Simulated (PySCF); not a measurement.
GeH: everyday levels beside a composite calculation

PySCF; the state is a doublet (π ↑). The composite is CCSD(T) extrapolated to the basis-set limit from two correlation-consistent sets, with core-valence (CV) and scalar-relativistic (SR) terms as its label shows; it has no spin–orbit coupling and nothing beyond (T). Here it is CCSD(T)/CBS(DT). It gives Re = 1.584 Å, ωe = 1903 cm⁻¹ and De = 2.95 eV to Ge + H.

```
      level                       basis                           relativity  Re (Å)  ωe (cm⁻¹)  De (eV)
    UHF-MP2                     pcseg-1                        no relativity   1.585       1961     2.52
UHF-CCSD(T)                  def2-TZVPP                        no relativity   1.592       1908     2.91
        PBE                     pcseg-1                        no relativity   1.622       1823     2.88
        PBE  aug-cc-pVDZ-PP/aug-cc-pVDZ  scalar-relativistic core potentials   1.628       1792     2.84
     PBEsol                   def2-SVPD                        no relativity   1.616       1844     3.03
       PBE0                     pcseg-1                        no relativity   1.603       1903     2.84
       PBE0  aug-cc-pVDZ-PP/aug-cc-pVDZ  scalar-relativistic core potentials   1.609       1870     2.80
       PBE0                   def2-SVPD                        no relativity   1.603       1911     2.87
       MN15                 def2-TZVPPD                        no relativity   1.585       1940     2.95
     M06-2X  aug-cc-pVDZ-PP/aug-cc-pVDZ  scalar-relativistic core potentials   1.607       1900     2.85
```

Give the difference of each row from the composite.



```tsv
level	basis	ΔRe (pm)	Δωe (%)	ΔDe (eV)
UHF-MP2	pcseg-1	+0.1	+3.0	-0.43
UHF-CCSD(T)	def2-TZVPP	+0.8	+0.3	-0.04
PBE	pcseg-1	+3.8	-4.2	-0.07
PBE	aug-cc-pVDZ-PP/aug-cc-pVDZ	+4.4	-5.8	-0.11
PBEsol	def2-SVPD	+3.2	-3.1	+0.08
PBE0	pcseg-1	+1.9	+0.0	-0.11
PBE0	aug-cc-pVDZ-PP/aug-cc-pVDZ	+2.5	-1.7	-0.15
PBE0	def2-SVPD	+1.9	+0.4	-0.08
MN15	def2-TZVPPD	+0.1	+1.9	+0.00
M06-2X	aug-cc-pVDZ-PP/aug-cc-pVDZ	+2.3	-0.2	-0.10
```

Which rows come closest in De?

MN15 in def2-TZVPPD (+0.00 eV), counted from the composite.

Correlated steps freeze the inner cores (4 to 9 orbitals); shallow outer-core shells are correlated. Correlated levels converge slowly with the basis: in double zeta they bind strong bonds too weakly, by up to about 1 eV, and carry superposition errors of some tenths. Spin–orbit coupling is left out. The state was picked by a PBE0 search and need not be the measured ground state.
